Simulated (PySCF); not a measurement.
Al(Me)(OH) (CH4AlO), SMILES [CH3][Al+][OH], charge +1. Atoms are numbered in the order given.

```xyz
7

Al     0.0000     0.0000     0.0940
C      0.0000     0.0000    -1.8188
H     -0.8934    -0.5158    -2.1797
H      0.8934    -0.5158    -2.1797
H      0.0000     1.0317    -2.1797
O      0.0000     0.0000     1.6970
H      0.0000     0.0000     2.6539
```
Charge +1, spin multiplicity 1.

The structure is a stationary point at TPSSh-D3(BJ)/def2-TZVP. The spin state was assumed, not searched. The isomer is the one that the SMILES or the coordinates give; other isomers of the formula were not compared. The values are those of a single conformer.

Two levels are set side by side: PBE/pcSseg-2 (PySCF) and HF/pcSseg-2 (PySCF). GIAO shifts against H2O (¹⁷O), TMS (¹H), TMS (¹³C) at the same level; non-relativistic, no solvent, atoms listed together averaged. Differences are taken from unrounded values.

```
quantity                      HF    PBE  PBE minus HF
-------------------------  -----  -----  ------------
δ(¹³C) of C2 (ppm)         -15.7  -15.2           0.5
δ(¹H) of H3, H4, H5 (ppm)   1.59   1.59          0.00
δ(¹⁷O) of O6 (ppm)          13.5   39.8          26.3
δ(¹H) of H7 (ppm)           5.20   4.28         -0.92
```

Rough cost on one machine, each run with all the roots and properties that it gave: HF against PBE within a factor of 2.
